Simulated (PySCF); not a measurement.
Telling isomers of C₄H₅Cl₃ apart by NMR

[PySCF 2.14.0 with density-fitted response routines: GFN2-xTB structure; NMR shieldings at PBE0/pcSseg-1/GIAO; relativity neglected; in vacuum; one conformer; fast rotation and ring inversion assumed for equivalent nuclei]

Chemical shifts δ = σref − σ; ¹H (σref 31.72) and ¹³C (σref 186.93) vs TMS, all at this level. Where no couplings were computed, multiplicities follow the n + 1 count of equivalent neighbours, and m marks all less simple cases (inequivalent or close neighbours, rings, F or P nearby). Shifts are as computed. Against solution values, carbons near 30 ppm lie about +3 ppm off and those near 130 ppm about +5 ppm; carbons on Cl a further +6 ppm. Of 1211 compounds with measured shifts, 218 miss one by over three times the rms of a fit or turn the order of signals round; such compounds aren't used in these exercises. Carbons bonded to Cl come out too deshielded.

(1) Tabulate the signals of `C=C(C)C(Cl)(Cl)Cl`, `ClC(Cl)C1(Cl)CC1` and their relative energies.

(2) What is the quickest way to tell C=C(C)C(Cl)(Cl)Cl from ClC(Cl)C1(Cl)CC1?

## Answers

(1) 
| SMILES | carbon types | δC | δH | E rel. (kcal/mol) |
| --- | --- | --- | --- | --- |
| C=C(C)C(Cl)(Cl)Cl | 2×C 1×CH2 1×CH3 | 153.9, 124.7, 122.9, 22.0 | 6.12 (br s, 1H), 5.49 (br s, 1H), 2.32 (s, 3H) | 2.2 |
| ClC(Cl)C1(Cl)CC1 | 1×C 1×CH 2×CH2 | 90.2, 54.2, 18.2 | 6.19 (s, 1H), 1.56 (m, 2H), 1.18 (m, 2H) | 0.0 |

Energies are electronic energies at PBE0/pcSseg-1 on these geometries, without zero-point or thermal terms, each for the one conformer computed, which needn't be the lowest.

(2) Count the carbon signals: 4 against 3. The first has a fully substituted alkene carbon (C) at 153.9 ppm, the second an sp3 CH bonded to 2 Cl at 90.2 ppm.
